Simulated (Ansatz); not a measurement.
The cluster CoI2⁻. Charge -1, multiplicity 3. Geometry PBE0-D4/def2-TZVP, that of the neutral doublet; atoms count from 1.

Cartesian coordinates in Å:
```
Co 0.000 0.000 0.000
I -1.951 -1.354 0.425
I 1.951 1.354 -0.425
```

In the def2 sets I takes a core potential; there is no spin–orbit coupling. The structure comes from a short search, and lower isomers may exist.

(1) Estimate the Mulliken populations from the PBE0/def2-TZVPD orbitals of Ansatz.

(2) Where does the spin sit?

(3) And the Mayer bond orders between bonded heavy atoms (over 0.3)?

Results:

(1) 
```csv
atom,charge (e),spin (α − β),d electrons
Co1,-0.15,2.05,7.86
I2,-0.43,-0.02,–
I3,-0.43,-0.02,–
```
Mulliken values and Mayer orders depend strongly on the basis. With diffuse functions, as here, like atoms can get unlike values, and bond orders can come out too low or too high.

(2) Summed by element: Co 2.05, I -0.05, of 2 unpaired in all. Largest on single atoms: Co1 2.05, I2 -0.02, I3 -0.02.

(3) Co1–I2 1.01 (2.41 Å); Co1–I3 1.01 (2.41 Å).
